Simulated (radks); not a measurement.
Values are calculated unless marked as measured or tabulated.
Ionisation of the tin ion Sn+, [Kr] 4d10 5s2 5p1, to [Kr] 4d10 5s2 as the strength of local exchange is varied. Level of theory: scalar-relativistic Kohn-Sham, Slater X-alpha exchange (alpha = 2/3 is LDA exchange), no correlation, spin-polarised, spherical densities, finite nucleus; open shells are filled with parallel spins first (spin-orbit coupling, left out, can overturn this in heavy ions); Fermi nuclear charge, rms radius 4.6519 fm (a radial shooting solver on a logarithmic mesh with Libxc functionals).

| alpha | E(Sn+) (hartree) | exchange (hartree) | IE (eV) | -e of the level emptied (eV) | <r> of it (bohr) |
|---|---|---|---|---|---|
| 0.593 | -6149.64995 | -136.95476 | 12.778 | 9.289 (5p) | 2.996 |
| 0.667 | -6166.80237 | -154.46215 | 13.424 | 9.916 (5p) | 2.931 |
| 0.725 | -6180.27859 | -168.24856 | 13.942 | 10.421 (5p) | 2.882 |
| 0.87 | -6214.09368 | -202.96187 | 15.277 | 11.733 (5p) | 2.770 |
| 0.953 | -6233.52991 | -222.99098 | 16.068 | 12.516 (5p) | 2.711 |
| 0.983 | -6240.56936 | -230.25882 | 16.358 | 12.804 (5p) | 2.691 |
| 0.993 | -6242.91754 | -232.68478 | 16.455 | 12.901 (5p) | 2.684 |

NIST Atomic Spectra Database: 14.633 eV (measured). The Delta-SCF value meets it near alpha = 0.80. Open shells are spherical and high-spin; term and fine-structure splittings are not resolved. Spin-orbit splitting is averaged out at the scalar-relativistic level.
